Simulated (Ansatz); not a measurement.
Job for Ansatz (a first-principles code): U-PBE0/def2-TZVPP on GeN+, 2S+1 = 3, a spin state set in the input, which need not be the lowest. Charge +1.

Ansatz 0.2 input:
```yaml
crystal:
  periodic: [false, false, false]
  atoms:
    - {symbol: N, position_ang: [0.00000000, 0.00000000, 0.00000000]}
    - {symbol: Ge, position_ang: [0.00000000, 0.00000000, 1.81400000]}
basis:
  gaussian:
    orbitals: def2-TZVPP
hamiltonian:
  xc: {name: PBE0}
total_charge: 1
magnetization: {spin_polarized: true, initial_magnetization: 2}
relax: {f_tol: 0.002, max_steps: 120}
```

Output:

```
WARN ansatz: RAYON_NUM_THREADS=2 ignored (pool sized by the plan → 2); use --threads N
Functional definition: PBE0
integrals: 0.02 GiB planned
556 factors; their error is unknown
mean field: 0.26 GiB planned
mean field evaluation 1: about -57963.7442 eV, gradient 6.5e1 eV
mean field evaluation 2: about -57850.9687 eV, gradient 1.1e2 eV
mean field evaluation 4: about -57986.3236 eV, gradient 7.6e0 eV
mean field evaluation 8: about -57986.5277 eV, gradient 2.1e-1 eV
mean field evaluation 16: about -57986.8095 eV, gradient 2.5e-3 eV
mean field evaluation 32: about -57987.0794 eV, gradient 3.7e-2 eV
mean field -57987.07946027 eV, -2130.9858651107 hartree, gradient 5.1e-6 eV, S^2 2.005530; 2 other end points of the search recorded, 0 dependent functions left out
the calculation of the forces begins
reference -57987.07948047 eV, -2130.9858658533 hartree; 20, 18 occupied and 59, 61 virtual orbitals, 556 factors
relax step   1: F+E_penalty+E_count = -57987.07946027 eV  Δ(F+E_penalty+E_count) = +0.000e0 eV  max|allowed force component| = 2.006e0 eV/Å  Δτ_max = 0.0000 Å  (120 SCF iters, accepted)
these checks for a lower state are left out or cut short: starts, cluster_reference, orbital_swaps, neighbouring_geometries, increment
integrals: 0.02 GiB planned
556 factors; their error is unknown
mean field: 0.26 GiB planned
mean field -57987.14603986 eV, -2130.9883118657 hartree, gradient 7.6e-6 eV, S^2 2.005985; 0 other end points of the search recorded, 0 dependent functions left out
the calculation of the forces begins
reference -57987.14606020 eV, -2130.9883126131 hartree; 20, 18 occupied and 59, 61 virtual orbitals, 556 factors
relax step   2: F+E_penalty+E_count = -57987.14603986 eV  Δ(F+E_penalty+E_count) = -6.658e-2 eV  max|allowed force component| = 7.939e-1 eV/Å  Δτ_max = 0.0242 Å  (52 SCF iters, accepted)
these checks for a lower state are left out or cut short: starts, cluster_reference, orbital_swaps, neighbouring_geometries, increment
integrals: 0.02 GiB planned
556 factors; their error is unknown
mean field: 0.26 GiB planned
mean field evaluation 64: about -57987.1609 eV, gradient 1.5e-5 eV
mean field -57987.16085588 eV, -2130.9888563444 hartree, gradient 1.5e-5 eV, S^2 2.006409; 0 other end points of the search recorded, 0 dependent functions left out
the calculation of the forces begins
reference -57987.16087631 eV, -2130.9888570952 hartree; 20, 18 occupied and 59, 61 virtual orbitals, 556 factors
relax step   3: F+E_penalty+E_count = -57987.16085588 eV  Δ(F+E_penalty+E_count) = -1.482e-2 eV  max|allowed force component| = 7.691e-2 eV/Å  Δτ_max = 0.0174 Å  (57 SCF iters, accepted)
these checks for a lower state are left out or cut short: starts, cluster_reference, orbital_swaps, neighbouring_geometries, increment
integrals: 0.02 GiB planned
556 factors; their error is unknown
mean field: 0.26 GiB planned
mean field -57987.16101320 eV, -2130.9888621255 hartree, gradient 1.4e-5 eV, S^2 2.006467; 0 other end points of the search recorded, 0 dependent functions left out
the calculation of the forces begins
reference -57987.16103364 eV, -2130.9888628767 hartree; 20, 18 occupied and 59, 61 virtual orbitals, 556 factors
relax step   4: F+E_penalty+E_count = -57987.16101320 eV  Δ(F+E_penalty+E_count) = -1.573e-4 eV  max|allowed force component| = 1.161e-3 eV/Å  Δτ_max = 0.0021 Å  (57 SCF iters, accepted)
integrals: 0.02 GiB planned
556 factors; their error is unknown
mean field: 0.26 GiB planned
mean field evaluation 96: about -57986.6788 eV, gradient 2.6e-5 eV
mean field -57987.16101320 eV, -2130.9888621255 hartree, gradient 1.6e-5 eV, S^2 2.006467; 3 other end points of the search recorded, 0 dependent functions left out
the calculation of the forces begins
reference -57987.16103364 eV, -2130.9888628767 hartree; 20, 18 occupied and 59, 61 virtual orbitals, 556 factors
Total energy: -57987.16103364 eV, -2130.9888628767 hartree
Atom 0 at     0.000000    -0.000000    -0.043665 Å, force    -0.000000    -0.000000     0.001161 eV/Å
Atom 1 at    -0.000000     0.000000     1.857665 Å, force     0.000000     0.000000    -0.001161 eV/Å
Dipole moment:    -0.000000     0.000000     0.348965 e Å
```

The run converged.

Cost: very roughly 15 core-seconds.
